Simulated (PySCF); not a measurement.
Mayer bond orders and bond lengths

Species: C2H2ClF3O2S.
Atom-mapped SMILES: `[O:1]=[S:2](=[O:3])([Cl:4])[C:5]([F:6])([F:7])[CH2:8][F:9]` (hydrogens: H10, H11 on C8)

Structure used (GFN2-xTB), in Å, numbered top down from 1:
```
atom  x, y, z in Å
O1     1.3737   -1.5178    0.5631
S2     1.3849   -0.2294   -0.0308
O3     1.7800   -0.0383   -1.3773
Cl4    2.5269    0.9670    1.1121
C5    -0.2994    0.5601    0.2721
F6    -0.2587    1.7865   -0.2641
F7    -0.4177    0.7101    1.5993
C8    -1.3673   -0.3405   -0.3133
F9    -0.7784   -1.1545   -1.2336
H10   -2.1472    0.2347   -0.8265
H11   -1.7913   -0.9753    0.4729
```

Bond orders from the PBE0/pcSseg-1 density (PySCF). One conformer (not necessarily the lowest) at the GFN2-xTB geometry, without solvent, vibrations or thermal averaging.

**Question.** How far do the computed orders between heavy atoms stray from the drawn ones?

**Answer.** The largest departure is 0.280, at S2–C5 (drawn single, 0.720). Drawn single, order below 0.88: S2–Cl4 (0.879) and S2–C5 (0.720).

**Question.** Give the Mayer order of every bond, beside its length.

**Answer.** 
```
  bond  drawn as  length (Å)  Mayer order
 O1–S2    double       1.419        1.784
 S2–O3    double       1.416        1.806
S2–Cl4    single       2.010        0.879
 S2–C5    single       1.885        0.720
 C5–F6    single       1.339        0.974
 C5–F7    single       1.341        0.967
 C5–C8    single       1.515        0.937
 C8–F9    single       1.363        0.913
C8–H10    single       1.097        0.936
C8–H11    single       1.096        0.934
```

Bonds between the same two heavy elements. O–S: lowest O1–S2 (1.784, 1.419 Å), highest S2–O3 (1.806, 1.416 Å). C–F: lowest C8–F9 (0.913, 1.363 Å), highest C5–F6 (0.974, 1.339 Å).

**Question.** Sum the orders of all bonds at each heavy atom with more than one neighbour and set the sums beside the valence in the SMILES.

**Answer.** S2 5.189 (drawn 6), C5 3.598 (drawn 4), C8 3.720 (drawn 4). Orders between atoms that aren't bonded are not in these sums.

Mayer orders depend on the basis set.

The run behind these numbers computed NMR shieldings as well. Hardware: Arm Neoverse V1, one thread, shared host with 32 logical CPUs at a one-minute load of 21. Cost: 32 s of wall time (grids of density and orbitals included), 0.80 GiB resident at most.
